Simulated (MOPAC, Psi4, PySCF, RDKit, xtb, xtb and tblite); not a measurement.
Two geometries of CH7BrGeSi, SMILES C(Br)[SiH2][GeH3], relaxed at GFN2-xTB with one dihedral held; other torsions can differ between them too.

Structure A

```
11

Ge     1.7039     0.4869     0.0578
Si    -0.1991    -0.7535     0.6057
C     -1.6091    -0.1892    -0.5665
Br    -0.8548     0.3922    -2.2729
H      2.4282     0.0107    -1.1594
H      2.7441     0.4699     1.1392
H      1.4563     1.9425    -0.1886
H     -0.0067    -2.1851     0.3549
H     -0.7044    -0.5673     1.9686
H     -2.1585     0.6653    -0.1789
H     -2.3166    -0.9809    -0.7945
```

Structure B

```
11

Ge     1.7016     0.4703     0.0404
Si    -0.2041    -0.7677     0.5886
C     -1.6503    -0.1343    -0.4858
Br    -3.2692    -1.1422    -0.0616
H      1.7759     0.9643    -1.3735
H      2.9774    -0.2898     0.2200
H      1.9120     1.7101     0.8539
H     -0.0508    -2.1960     0.3000
H     -0.6018    -0.5970     1.9884
H     -1.4785    -0.2709    -1.5514
H     -1.8879     0.9116    -0.3033
```

Q: Which is lower in energy at the level Psi4 1.11 with DF-MP2 (frozen core)/cc-pVTZ // GFN2-xTB, and by how much?

A: B is lower, by 0.56 kcal/mol (dihedral Ge1–Si2–C3–Br4: 30° in A, 180° in B).

E(B) − E(A) in kcal/mol at the other levels, on the same two geometries: GFN2-xTB (xtb and tblite) -0.10; PBE0/def2-TZVP // GFN2-xTB (Psi4) -1.25; PBE0-D3(BJ)/def2-TZVP // GFN2-xTB (Psi4) -0.79; PBE/def2-TZVP // GFN2-xTB (Psi4) -1.49; PBE-D3(BJ)/def2-TZVP // GFN2-xTB (Psi4) -1.03; wB97X-D/def2-TZVP // GFN2-xTB (Psi4) -1.11; HF/cc-pVTZ // GFN2-xTB (Psi4) -2.01; UFF // GFN2-xTB (RDKit) -2.26; PM3, restricted, heats of formation // GFN2-xTB (MOPAC) -1.20; PM7, restricted, heats of formation // GFN2-xTB (MOPAC) 1.95; GFN1-xTB // GFN2-xTB (xtb) 3.26; restricted B3LYP/6-31G*, spherical d, density fitting // GFN2-xTB (PySCF) -2.10; restricted MP2 (frozen core)/3-21G // GFN2-xTB (PySCF) -0.76; restricted B3LYP/3-21G // GFN2-xTB (PySCF) -1.00.
